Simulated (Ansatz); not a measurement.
Problem. Name a neutral molecule of C, In, N and H with LUMO energy (PBE/def2-TZVPP) between -2.10 and -1.80 eV and LUMO energy (PBE0/def2-TZVPP) between -1.30 and -1.00 eV (Ansatz, PBE0-D4/def2-TZVP geometry).

Solution. `C#[C][InH][NH2]` (-1.96 eV, -1.24 eV). Other molecules can fit too; these were computed, each in one conformer that needn't be the lowest.
